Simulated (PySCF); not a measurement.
## From computed data to an observable: dipole moment from atomic charges

Sn(OMe)(SH) (CH4OSSn), SMILES C[O][Sn][SH] (connectivity only; charge and spin as stated), neutral, multiplicity 1. Atoms are numbered in the order given.

```xyz
8

Sn     0.7364     0.2449     0.0000
O      0.1496    -1.6726     0.0000
C     -1.1631    -2.1696     0.0000
H     -1.7379    -1.8460    -0.8901
H     -1.7379    -1.8460     0.8901
H     -1.1368    -3.2740     0.0000
S     -1.5806     1.1670     0.0000
H     -1.1368     2.4471     0.0000
```
Charge 0, spin multiplicity 1.

Geometry: B3LYP-D3(BJ)/def2-SVP. The def2 effective core potentials stand for the cores of Sn; spin–orbit coupling is left out. The values are those of a single conformer.

Charges (e) from PySCF with M06-2X/def2-TZVP:

```tsv
atom	Mulliken	ESP fit
Sn1	0.742	0.367
O2	-0.601	-0.269
C3	-0.249	-0.271
H4	0.139	0.145
H5	0.139	0.145
H6	0.133	0.093
S7	-0.459	-0.394
H8	0.157	0.184
```

The dipole moment of the full density is 2.03 D.

Q: What dipole moment does each set of point charges give, and which comes closer to that of the density?

A: 
μ = Σ q r, and 1 e Å = 4.8032 D.
Mulliken: Σ q r = (0.659, 0.627, 0.000) e Å, |μ| = 4.37 D.
ESP fit: Σ q r = (0.349, 0.278, 0.000) e Å, |μ| = 2.14 D.
ESP fit comes closer in size. Point charges leave out the atoms' own dipoles (lone pairs, polarised bonds); fits to the potential absorb them, partitions of the density don't.
